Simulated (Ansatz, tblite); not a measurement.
Forces on the cluster Ag₂Cl₂⁺ at its r2SCAN-D4/def2-SVP geometry. Charge 1, multiplicity 2.

In the def2 sets Ag takes a core potential; there is no spin–orbit coupling. The xTB rows come from tblite. At PBE-D4/def2-TZVP the gap within one spin of the charge 1 doublet nearly closes, so an electron or hole may be smeared out by delocalisation error. No other spin state of charge 1 was run. Another isomer (doublet) lies 0.32 eV lower at PBE0-D4/def2-TZVP; other spin states weren't run for this one.

GFN1-xTB (tblite), largest force 1.00 eV/Å:

```xyz
4
positions Å, forces eV/Å
Ag   -0.602   -2.415    1.876    0.159    0.136    0.084
Ag    0.190    0.805   -0.644   -0.069    0.535   -0.714
Cl    0.603   -0.384    1.354   -0.267   -0.167   -0.213
Cl   -0.191    1.994   -2.586    0.177   -0.503    0.843
```

GFN2-xTB (tblite), largest force 0.60 eV/Å:

```
Ag 0.306 0.411 -0.010
Ag 0.012 0.183 -0.190
Cl -0.381 -0.455 -0.052
Cl 0.062 -0.139 0.252
```

PBE-D4/def2-TZVP (Ansatz), largest force 0.31 eV/Å:

```
Ag 0.072 0.153 -0.068
Ag -0.053 0.027 -0.109
Cl -0.076 -0.027 -0.086
Cl 0.057 -0.154 0.262
```
